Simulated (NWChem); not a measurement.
System: SnH₄Se; SMILES [SeH][SnH3]

NWChem printed, in part:

```
             Northwest Computational Chemistry Package (NWChem) 7.3.0
             --------------------------------------------------------

                             Geometry "geometry" -> ""
                             -------------------------

 Output coordinates in angstroms (scale by  1.889725989 to convert to a.u.)

  No.       Tag          Charge          X              Y              Z
 ---- ---------------- ---------- -------------- -------------- --------------
    1 Sn                  50.0000     0.00628900     1.00637800    -0.00057000
    2 Se                  34.0000     0.04973100    -1.54108900    -0.00174100
    3 H                    1.0000    -0.80077900     1.57581800    -1.39917300
    4 H                    1.0000     1.65143500     1.46754200    -0.01093400
    5 H                    1.0000    -0.78271400     1.57535600     1.40851300
    6 H                    1.0000    -1.41877200    -1.63033400     0.00304300

 Effective nuclear repulsion energy (a.u.)     437.0162119765

                                 NWChem DFT Module
                                 -----------------

 Summary of "ao basis" -> "ao basis" (spherical)
 ------------------------------------------------------------------------------
       Tag                 Description            Shells   Functions and Types
 ---------------- ------------------------------  ------  ---------------------
 Sn                        def2-svpd                12       32   5s4p3d
 Se                        def2-svpd                15       41   6s5p4d
 H                         def2-svpd                 4        8   2s2p

            General Information
            -------------------
          SCF calculation type: DFT
          Wavefunction type:  closed shell.
          No. of atoms     :     6
          No. of electrons :    60
           Alpha electrons :    30
            Beta electrons :    30
          Charge           :     0
          Spin multiplicity:     1
          Use of symmetry is: off; symmetry adaption is: off
          Maximum number of iterations: 150
          AO basis - number of functions:   105
                     number of shells:    43
          Convergence on energy requested:  1.00D-06
          Convergence on density requested:  1.00D-05
          Convergence on gradient requested:  5.00D-04

              XC Information
              --------------
                         PBE0 Method XC Functional
                     Hartree-Fock (Exact) Exchange  0.250
          PerdewBurkeErnzerhof Exchange Functional  0.750
            Perdew 1991 LDA Correlation Functional  1.000 local
           PerdewBurkeErnz. Correlation Functional  1.000 non-local

             Grid Information
             ----------------
          Grid used for XC integration:  medium
          Radial quadrature: Mura-Knowles
          Angular quadrature: Lebedev.
          Tag              B.-S. Rad. Rad. Pts. Rad. Cut. Ang. Pts.
          ---              ---------- --------- --------- ---------
          Sn                  1.45      123          13.0       590
          Se                  1.15      112          13.0       590
          H                   0.35       45          12.0       434
          Grid pruning is: on
          Number of quadrature shells:   415
          Spatial weights used:  Erf1

      Superposition of Atomic Density Guess
      -------------------------------------

 Sum of atomic energies:       -2650.60368694

      Non-variational initial energy
      ------------------------------

 Total energy =   -2615.166167
 1-e energy   =   -4136.493814
 2-e energy   =    1312.961461
 HOMO         =      -0.289332
 LUMO         =       0.009552

   convergence    iter        energy       DeltaE   RMS-Dens  Diis-err
 ---------------- ----- ----------------- --------- --------- ---------
 d= 0,ls=0.0,diis     1  -2617.6452073350 -2.83D+03  8.44D-03  2.14D-01
 d= 0,ls=0.0,diis     2  -2617.6573563848 -1.21D-02  4.26D-03  1.45D-01
 d= 0,ls=0.0,diis     3  -2617.6764872906 -1.91D-02  1.10D-03  9.63D-03
 d= 0,ls=0.0,diis     4  -2617.6776957659 -1.21D-03  2.45D-04  3.61D-04
 d= 0,ls=0.0,diis     5  -2617.6777440829 -4.83D-05  4.38D-05  3.47D-05
  Resetting Diis
 d= 0,ls=0.0,diis     6  -2617.6777475932 -3.51D-06  9.93D-06  4.59D-07
 d= 0,ls=0.0,diis     7  -2617.6777476882 -9.50D-08  3.37D-06  1.90D-08

         Total DFT energy =    -2617.677747688224
      One electron energy =    -4137.945538240658
           Coulomb energy =     1418.297144064290
    Exchange-Corr. energy =     -106.395540280875
 Nuclear repulsion energy =      208.366186769018

 Numeric. integr. density =       59.999943160471

                       DFT Final Molecular Orbital Analysis
                       ------------------------------------

 Vector   28  Occ=2.000000D+00  E=-3.453938D-01
              MO Center=  6.0D-01,  1.1D+00, -6.6D-03, r^2= 3.3D+00
   Bfn.  Coefficient  Atom+Function         Bfn.  Coefficient  Atom+Function
  ----- ------------  ---------------      ----- ------------  ---------------
    12      0.369378  1 Sn px                82      0.370426  4 H  s
    83      0.189642  4 H  s                 15      0.156967  1 Sn px
    74     -0.153899  3 H  s                 90     -0.152405  5 H  s
    98      0.128951  6 H  s                  9     -0.125292  1 Sn px
     6     -0.117895  1 Sn px                45     -0.108420  2 Se px

 Vector   29  Occ=2.000000D+00  E=-3.159056D-01
              MO Center= -2.0D-02, -7.8D-01, -1.5D-03, r^2= 3.6D+00
   Bfn.  Coefficient  Atom+Function         Bfn.  Coefficient  Atom+Function
  ----- ------------  ---------------      ----- ------------  ---------------
    49      0.421363  2 Se py                46      0.397572  2 Se py
    13     -0.321218  1 Sn py                43     -0.255179  2 Se py
    36     -0.196198  2 Se s                  4     -0.118760  1 Sn s
    35      0.119170  2 Se s                 74     -0.114920  3 H  s
    90     -0.114532  5 H  s                 48     -0.113316  2 Se px

 Vector   30  Occ=2.000000D+00  E=-2.541790D-01
              MO Center= -3.5D-02, -1.3D+00, -9.9D-04, r^2= 2.6D+00
   Bfn.  Coefficient  Atom+Function         Bfn.  Coefficient  Atom+Function
  ----- ------------  ---------------      ----- ------------  ---------------
    50      0.562870  2 Se pz                47      0.493349  2 Se pz
    44     -0.311831  2 Se pz                41      0.101152  2 Se pz
    74      0.098117  3 H  s                 90     -0.098440  5 H  s
    19      0.074255  1 Sn d -1              53      0.067567  2 Se pz
    75      0.059725  3 H  s                 91     -0.059920  5 H  s

 Vector   31  Occ=0.000000D+00  E=-3.615433D-02
              MO Center= -8.2D-02,  3.3D-01, -3.5D-04, r^2= 7.7D+00
   Bfn.  Coefficient  Atom+Function         Bfn.  Coefficient  Atom+Function
  ----- ------------  ---------------      ----- ------------  ---------------
     4      1.341723  1 Sn s                  5     -1.070488  1 Sn s
    38      0.632763  2 Se s                  3      0.466823  1 Sn s
    49     -0.421764  2 Se py                75     -0.305252  3 H  s
    91     -0.305409  5 H  s                 13     -0.297491  1 Sn py
    46     -0.273673  2 Se py                83     -0.246041  4 H  s

 Vector   32  Occ=0.000000D+00  E=-1.351003D-02
              MO Center= -3.0D-01, -5.1D-02, -4.9D-05, r^2= 8.7D+00
   Bfn.  Coefficient  Atom+Function         Bfn.  Coefficient  Atom+Function
  ----- ------------  ---------------      ----- ------------  ---------------
     4      1.324296  1 Sn s                  5     -1.147635  1 Sn s
    38     -0.399648  2 Se s                 36      0.262712  2 Se s
    16      0.251858  1 Sn py                 3      0.245505  1 Sn s
    75     -0.240199  3 H  s                 91     -0.240101  5 H  s
    32     -0.213085  1 Sn d  2              83     -0.187244  4 H  s

 Vector   33  Occ=0.000000D+00  E= 1.920842D-02
              MO Center= -7.8D-02,  1.9D-02,  5.1D-03, r^2= 7.3D+00
   Bfn.  Coefficient  Atom+Function         Bfn.  Coefficient  Atom+Function
  ----- ------------  ---------------      ----- ------------  ---------------
     4      0.926220  1 Sn s                  5     -0.530289  1 Sn s
    83     -0.431589  4 H  s                 38      0.343295  2 Se s
    15      0.273501  1 Sn px                98      0.245820  6 H  s
    82     -0.221123  4 H  s                 32     -0.215124  1 Sn d  2
    73      0.213206  2 Se d  2              12      0.205432  1 Sn px

     Multipole analysis of the density
     ---------------------------------

     L   x y z        total         alpha         beta         nuclear
     -   - - -        -----         -----         ----         -------
     0   0 0 0     -0.000000    -30.000000    -30.000000     60.000000

     1   1 0 0     -0.203541     -0.553776     -0.553776      0.904011
     1   0 1 0      0.489498     26.009583     26.009583    -51.529668
     1   0 0 1      0.000855      0.066837      0.066837     -0.132819

[...]

 DFT Linear Response polarizability / au
 Frequency  =       0.0000000 / au
              X              Y              Z
 -----------------------------------------------
 X      64.9236798      0.6293776      0.0033099
 Y       0.6293668     90.5953359      0.0116312
 Z       0.0033100      0.0116313     65.6906069
 -----------------------------------------------
 Eigenvalues =      64.9082473     90.6107623     65.6906131
 Isotropic   =      73.7365409
 Anisotropic =      25.3203989
 -----------------------------------------------

 Magnetic Dipole Response Matrix (nonzero elements):

 Exiting AOResponse driver routine
```

Level: PBE0/def2-SVPD with def2 effective core potentials on Sn. Geometry: optimised at PBE0/def2-SVP. def2 effective core potentials on Sn; no spin-orbit coupling.

Which NWChem input produces such a log?

This is not unique; one that fits is the input that was run:
```
start job
memory heap 200 mb stack 900 mb global 1100 mb
geometry units angstroms noautosym nocenter noautoz
  Sn     0.006289     1.006378    -0.000570
  Se     0.049731    -1.541089    -0.001741
  H     -0.800779     1.575818    -1.399173
  H      1.651435     1.467542    -0.010934
  H     -0.782714     1.575356     1.408513
  H     -1.418772    -1.630334     0.003043
end
basis spherical
  * library def2-svpd
end
ecp
  Sn library def2-ecp
end
dft
  xc pbe0
  iterations 150
end
property
  response 1 0.0
end
task dft property
```
